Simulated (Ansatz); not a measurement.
Cartesian coordinates in Å:
```
C -1.170 -0.145 1.114
C -0.298 -0.341 -0.031
C 0.422 -0.502 -0.978
O 1.171 -0.729 -2.023
Zn 2.222 2.033 -0.286
H -1.111 -0.987 1.809
H -2.212 -0.033 0.805
H -0.890 0.758 1.664
H 1.865 -0.054 -2.073
```

The species carries charge 0 and has multiplicity 1. The bonds changed during the relaxation, so this is another structure than the one it started from.

**Question.** List the B3LYP/def2-TZVPP orbital energies in eV (Ansatz 0.2.0). (An estimate is asked.)

**Answer.** The calculation gave: Occupied: -9449.23, -1148.36, -1011.72, -1011.72, -1011.72, -522.28, -278.05, -277.29, -276.60, -130.92, -87.11, -87.10, -87.09, -29.92, -21.21, -19.19, -16.68, -13.13, -13.07, -13.07, -13.05, -13.05, -12.89, -12.46, -11.91, -11.67, -11.28, -7.36, -6.59, -6.50. Lowest empty: -1.27, -0.81, -0.56, 1.31, 1.52, 2.02, 2.12, 3.00.

B3LYP here is the variant with VWN-RPA as its local correlation; programs differ in this.
